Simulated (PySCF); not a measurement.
BrFSi, neutral, multiplicity 1.

```xyz
3

Si     0.6562    -1.1578     0.0000
F     -0.7447    -1.9441     0.0000
Br    -0.0710     0.9630     0.0000
```

Geometry optimised at ωB97X-D3(BJ)/def2-TZVP.

Level of theory: KT2/pcSseg-2 in PySCF. Non-relativistic, no solvent.

Computed absolute GIAO shielding of each atom: isotropic value and principal components (ppm):
| atom | σ(iso) | σ11 | σ22 | σ33 | span |
|---|---|---|---|---|---|
| Si1 | 169.3 | -150.1 | 227.6 | 430.4 | 580.5 |
| F2 | 67.1 | -216.0 | 146.5 | 271.0 | 487.0 |
| Br3 | 1565.3 | 195.4 | 1763.0 | 2737.3 | 2541.9 |
